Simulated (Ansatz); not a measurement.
Z-matrix (Å, degrees):
```
Si
Ga 1 2.406
H 1 1.487 2 109.6
H 1 1.487 2 109.4 3 119.3
H 1 1.487 2 111.2 3 -120.5
F 2 1.766 1 112.7 3 -56.8
H 2 1.565 1 135.0 3 123.4
```

Total charge 0; spin multiplicity 1.

Question: List the PBE0/def2-TZVPP orbital energies in eV (the Gaussian-basis code of Ansatz). (Best estimate.)

Answer: Computed: Occupied: -10147.66, -1802.80, -1253.50, -1109.69, -1109.57, -1109.56, -672.38, -151.82, -145.17, -104.85, -104.56, -104.52, -99.83, -99.81, -99.81, -31.25, -23.88, -23.83, -23.77, -23.63, -23.54, -15.46, -12.96, -10.88, -10.71, -10.32, -10.15, -10.03, -8.03. Lowest empty: -1.96, -0.12, -0.04, 1.22, 1.31, 1.57, 2.88, 3.68.
